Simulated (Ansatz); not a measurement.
`C[B@H-]1[SH+][B@@H-](C)[SH+]1`. Charge 0, multiplicity 1.

```csv
atom,x (Å),y (Å),z (Å)
C1,-1.453,-2.074,-0.463
B2,-1.157,-0.739,0.331
S3,0.683,-0.651,1.099
B4,0.571,1.222,0.418
C5,1.892,1.721,-0.294
S6,-0.936,0.861,-0.805
H7,-1.505,-2.926,0.222
H8,-0.696,-2.312,-1.217
H9,-2.419,-2.014,-0.975
H10,-1.915,-0.394,1.196
H11,0.392,-0.452,2.394
H12,0.095,1.886,1.298
H13,2.699,1.844,0.435
H14,1.733,2.697,-0.765
H15,2.257,1.038,-1.068
H16,-0.240,0.292,-1.808
```

Task: What are the harmonic wavenumbers in cm⁻¹ at PBE0-D4/def2-TZVP (Ansatz, finite differences of forces, unscaled)? (An estimate is asked.)

Result: Ansatz gave: 45, 194, 215, 225, 237, 255, 263, 305, 467, 469, 510, 521, 671, 681, 694, 725, 841, 843, 871, 891, 974, 1009, 1019, 1034, 1081, 1103, 1332, 1332, 1460, 1461, 1464, 1465, 2570, 2575, 2671, 2716, 3030, 3030, 3101, 3101, 3106, 3106.

Task: Is this a minimum?

Result: Yes, all 42 modes are real.

Task: Give the ideal-gas thermochemistry at 298.15 K and 1 bar (rigid rotor, harmonic oscillator; point group Cs, symmetry number 1).

Result: Zero-point energy 321.0 kJ/mol; H(298) − E = 347.2 kJ/mol; entropy 382.5 J/(mol·K), of which translation 168.5, rotation 118.1, vibration 95.9; G(298) − E = 233.2 kJ/mol. Modes under 100 cm⁻¹ are hindered rotations or soft bends, so the harmonic entropy is rough.

Task: And at 400, 500, 600, 800 and 1000 K?

Result: 
```
T (K)  H − E (kJ/mol)  S (J/mol/K)  G − E (kJ/mol)
  400           364.3        431.4           191.7
  500           384.1        475.5           146.3
  600           406.3        516.0            96.7
  800           456.5        588.0           -13.9
 1000           512.5        650.3          -137.9
```
